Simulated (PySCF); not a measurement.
**Fractional electron number in Lu (lutetium, neutral)**

The 5d alpha orbital of [Xe] 4f14 5d1 6s2 is emptied in steps (occupation f), with all orbitals relaxed, ending at [Xe] 4f14 6s2. Calculation: PySCF 2.14, in def2-SVP with the def2 core potential (28 electrons); scalar relativity through the core potential. The exact energy is a straight line in f; departures are measured from the line between the end points of the same method.

```tsv
f	PBE0 (eV)	r2SCAN (eV)
1	0.000	0.000
0.8	-0.412	-0.552
0.6	-0.623	-0.829
0.4	-0.628	-0.828
0.2	-0.421	-0.552
0	0.000	0.000
```

```json
{"method": "PBE0", "E(f=0) − E(f=1) (eV)": "5.427", "−ε at f=1 (eV)": "2.874", "−ε at f=0.4 (eV)": "5.930"}
{"method": "r2SCAN", "E(f=0) − E(f=1) (eV)": "5.753", "−ε at f=1 (eV)": "2.318", "−ε at f=0.4 (eV)": "6.452"}
```

Orbital energy along the path (eV):

```tsv
f	PBE0	r2SCAN
1	-2.874	-2.318
0.8	-3.864	-3.674
0.6	-4.883	-5.061
0.4	-5.930	-6.452
0.2	-6.996	-7.819
0	-8.063	-9.217
```

Reference removal energy between the ground levels: 5.426 eV (measured; NIST Atomic Spectra Database, ionization energies). The calculation has no spin-orbit coupling.
